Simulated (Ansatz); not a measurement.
Input file for Ansatz (a first-principles code): U-BHLYP/def2-TZVPP on GeW, 2S+1 = 7, a spin state set in the input, which need not be the lowest, a point of a bond scan (R = 2.578 Å). Elements past Kr take the def2 small-core potentials; no spin–orbit coupling.

Ansatz 0.2 input:
```yaml
crystal:
  periodic: [false, false, false]
  atoms:
    - {symbol: W, position_ang: [0.00000000, 0.00000000, 0.00000000]}
    - {symbol: Ge, position_ang: [0.00000000, 0.00000000, 2.57818700]}
basis:
  gaussian:
    orbitals: def2-TZVPP
    pivot_positions_ang: [[0.00000000, 0.00000000, 0.00000000], [0.00000000, 0.00000000, 2.57818700]]
hamiltonian:
  xc: {name: BHLYP}
magnetization: {spin_polarized: true, initial_magnetization: 6}
output: {forces: true, orbitals: {seedname: ./end}}
```

**Question.** Give the final energy of this run.

**Answer.** -2143.7756 hartree.

**Question.** How many basis functions does it have, and what does it roughly cost on one machine?

**Answer.** 104 functions; roughly 7 core-seconds.
